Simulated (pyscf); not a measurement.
Single points on ωB97X-D3(BJ)/def2-SVP structures (PySCF, gas phase).

Task: F–N•–F + F–Ge:–F [singlet] → F–N•–Ge(F)(F)–F
Surface: doublet. Broken: F–N. Formed: F–Ge, Ge–N. Give ΔE‡ and ΔE from ωB97M-D3(BJ)/def2-TZVP, relative to the separated reactants.

Result: ΔE‡ = 26.8 kcal/mol, ΔE = -47.7 kcal/mol. Zero-point energy shifts the barrier by +0.3 kcal/mol. It is an insertion, with an imaginary mode of 514i cm⁻¹. One saddle was located; it need not be the lowest between these sides. An unrestricted DFT solution here is markedly spin-contaminated. Elements up to Kr have no core potential and no relativistic terms here.
